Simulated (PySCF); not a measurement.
A structure optimised at PBE-D3(BJ)/def2-SVP, used in a PySCF frequency run:

```xyz
15

C      2.3049    -0.4748    -0.7528
Si     0.9834     0.0420     0.4773
Cl     0.4420     2.0285     0.1022
C     -0.5562    -1.0746     0.4284
O     -1.4214    -0.8659     1.5533
Si    -1.6333    -0.8361    -1.1328
H      3.1873     0.1913    -0.6788
H      1.9152    -0.4198    -1.7889
H      2.6354    -1.5157    -0.5566
H      1.4960     0.0007     1.8955
H     -0.1711    -2.1298     0.3752
H     -0.8778    -0.9071     2.3631
H     -2.2456     0.5318    -1.1508
H     -2.7189    -1.8757    -1.1540
H     -0.7565    -1.0182    -2.3449
```
Charge 0, spin multiplicity 1.

### Question
Write its SMILES and formula.

### Answer
C[Si@@H](Cl)[C@@H](O)[SiH3], C₂H₉ClOSi₂

### Question
What are its rotational constants (standard atomic weights)?

### Answer
2.0396, 1.1862, 1.1121 GHz
